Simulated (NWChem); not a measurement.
System: SiH$_{4}$TeSO; SMILES [SiH3]O[Te]S

```xyz
8

Te     0.6394    -0.5205     0.0521
S     -1.5090    -1.5582     0.0130
H     -1.4751    -2.0075    -1.2640
O      0.2169     1.2837    -0.6983
Si    -0.5128     2.5058     0.1873
H     -1.8838     2.1107     0.6324
H     -0.5994     3.6878    -0.7171
H      0.2990     2.8534     1.3953
```
Atoms are numbered in this order, from 1.

All runs: NWChem. All runs use the structure optimised with PBE0/def2-SVP. def2 effective core potentials on Te; no spin-orbit coupling.

Task: Predict the results for CAM-B3LYP/def2-SVP. Quantities: highest occupied level (eV); orbital gap (eV); dipole (D).

Result: 
| Quantity | Result |
|---|---|
| highest occupied level (eV) | -7.69 |
| orbital gap (eV) | 7.08 |
| dipole (D) | 1.38 |
